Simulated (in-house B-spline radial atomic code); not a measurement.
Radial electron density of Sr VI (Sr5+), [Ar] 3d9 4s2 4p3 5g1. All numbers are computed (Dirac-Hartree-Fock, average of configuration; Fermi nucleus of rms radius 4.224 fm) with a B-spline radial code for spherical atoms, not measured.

Columns: r (bohr), 4πr²n(r) (electrons per bohr), bar.

```
 0.00158    1.353 #
 0.00196    1.989 ##
 0.00245    2.942 ##
 0.00305    4.282 ###
 0.00379    6.145 #####
 0.00473    8.759 #######
 0.00589    12.23 #########
 0.00733    16.69 #############
 0.00913    22.21 #################
  0.0114    28.67 ######################
  0.0142    35.44 ###########################
  0.0176    41.55 ################################
   0.022    46.18 ###################################
  0.0274    47.89 #####################################
  0.0341    46.39 ####################################
  0.0424    42.83 #################################
  0.0528    39.95 ###############################
  0.0658    41.03 ###############################
   0.082    47.16 ####################################
   0.102    54.81 ##########################################
   0.127    57.43 ############################################
   0.158    50.93 #######################################
   0.197    39.29 ##############################
   0.246    32.65 #########################
   0.306    35.57 ###########################
   0.381    40.34 ###############################
   0.474    36.61 ############################
   0.591    24.37 ###################
   0.736    12.82 ##########
   0.917    7.543 ######
    1.14    6.085 #####
    1.42    4.375 ###
    1.77    2.085 ##
    2.21   0.6257 
    2.75   0.2305 
    3.42     0.26 
    4.26   0.2985 
    5.31   0.2139 
    6.61  0.08323 
    8.23  0.01505 
    10.3 0.0009729 
    12.8 2.086e-05 
    15.9 1.042e-07
```

On this grid the curve has 4 maxima, near 0.0274, 0.127, 0.381, 4.26 bohr.

The 3d5/2 radial function P(r) = rR(r), positive near the nucleus, with its small component Q(r) (sign convention: Q ≈ (P' + κP/r)/2c):

```csv
r (bohr),P,Q
0.0142,0.002612,-0.000117
0.022,0.008788,-0.0003869
0.0341,0.0282,-0.001211
0.0528,0.08396,-0.003488
0.082,0.2264,-0.008984
0.127,0.522,-0.01945
0.197,0.9803,-0.03358
0.306,1.39,-0.04294
0.474,1.361,-0.0371
0.736,0.8238,-0.01961
1.14,0.2612,-0.005476
1.77,0.03258,-0.000609
```
